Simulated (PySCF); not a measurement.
Gas-phase reaction: Ga(CH₃)₃.NH₃ ⇌ GaH₃ + (CH₃)₃N

Energies from PySCF (xtb for GFN2), thermal terms from the rigid-rotor harmonic-oscillator model, ideal gas at 1 bar. † marks an energy on the PBE0/def2-TZVP geometry and frequencies; other levels use their own. MP2 freezes the core. 6-31G* has spherical d functions here. All species are closed-shell singlets. Ga: all electrons, no relativistic terms. Adducts (Ga(CH₃)₃.NH₃) have no counterpoise correction, and HF, PBE, BLYP, B3LYP and PBE0 lack dispersion. GaH₃: computed as isolated molecules; such fragments, hydroxides, amides, oligomers or adducts are transient or little studied in the gas. MP2 isn't extrapolated to the basis-set limit; its ΔH°(298 K) is 230.7 kJ in def2-SVP and 268.7 kJ in def2-TZVPP. The harmonic model lacks anharmonicity and excited electronic states, which grow with temperature; levels with a mode under 35 cm⁻¹ are left out. Internal rotation in (CH₃)₃N is treated as a harmonic vibration of one conformer, which makes the entropy rough. Soft modes under 120 cm⁻¹ make the harmonic entropy rough for Ga(CH₃)₃.NH₃.

ΔH° and ΔS° at 298 K: GFN2-xTB -3 kJ, 70 J/K; HF/6-31G* 166 kJ, 83 J/K; MP2/def2-SVP† 231 kJ, 82 J/K.

**Question.** With the heat capacities included, give log10 K (1 bar) at 600, 800, 1400, 1800, 2000 K from GFN2-xTB, HF/6-31G*, MP2/def2-SVP†.

**Answer.** 
| T (K) | GFN2-xTB | HF/6-31G* | MP2/def2-SVP† |
|---|---|---|---|
| 600 | 3.6 | -10.5 | -16.1 |
| 800 | 3.2 | -7.1 | -11.4 |
| 1400 | 2.7 | -2.9 | -5.4 |
| 1800 | 2.5 | -1.7 | -3.7 |
| 2000 | 2.4 | -1.3 | -3.1 |
